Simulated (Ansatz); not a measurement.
System: BrCl, net charge 0, singlet state. SMILES: ClBr
Geometry: optimised at B3LYP-D3(BJ)/def2-TZVP (Ansatz, a quantum-chemistry and plane-wave program).

Parts of the frozen-core correlation energy in STO-3G (Ansatz, hartree). Frozen orbitals: 19; correlated occupied orbitals by spin: 7 and 7; virtual: 1 and 1. No spin-orbit coupling. Non-relativistic.

```tsv
term	value
reference (HF)	-2999.22703
MP2 opposite-spin	-0.01785
MP2 same-spin	[?]
CCSD correlation	[?]
(T)	[?]
FCI minus CCSD(T)	0.00000
T1 diagnostic	0.004
largest doubles amplitude	0.168
```

Task: What belongs in the gaps?

Result: 
- MP2 same-spin, value: 0.00000
- CCSD correlation, value: -0.02665
- (T), value: 0.00000
